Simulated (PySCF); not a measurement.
3-ethenoxyprop-1-ene (C₅H₈O), SMILES C=CCOC=C. Atoms are numbered in the order given.

```xyz
14

C      2.2596     0.8747     0.3797
C      1.9483    -0.4084     0.1923
C      0.5655    -0.9332    -0.0419
O     -0.3727     0.1208    -0.0515
C     -1.6786    -0.2279    -0.1282
C     -2.6546     0.6591    -0.3385
H      1.4862     1.6457     0.3705
H      3.2939     1.1858     0.5458
H      2.7294    -1.1778     0.2002
H      0.5357    -1.4852    -1.0043
H      0.3098    -1.6702     0.7479
H     -1.8891    -1.2972     0.0119
H     -2.4336     1.7194    -0.4793
H     -3.6928     0.3271    -0.3616
```

Geometry optimised at B3LYP-D3(BJ)/def2-SVP. One conformer was computed; it need not be the lowest.

Level of theory: PySCF with PBE0/pcSseg-1.

GIAO shieldings, no solvent; atoms listed in one row are averaged. δ = σ(ref) − σ: ¹³C against TMS (σ = 186.3 ppm); ¹⁷O against H2O (σ = 334.2 ppm); ¹H against TMS (σ = 31.56 ppm), references at their B3LYP-D3(BJ)/def2-TZVP geometries, non-relativistic.

```
nucleus  atoms  count  δ (ppm)
-------  -----  -----  -------
¹³C         C5      1    159.9
¹³C         C2      1    142.4
¹³C         C1      1    124.6
¹³C         C6      1     96.6
¹³C         C3      1     75.3
¹⁷O         O4      1    117.0
¹H         H12      1     6.52
¹H          H7      1     6.31
¹H          H9      1     6.16
¹H          H8      1     5.87
¹H         H13      1     5.04
¹H         H14      1     4.57
¹H         H10      1     4.49
¹H         H11      1     4.40
```
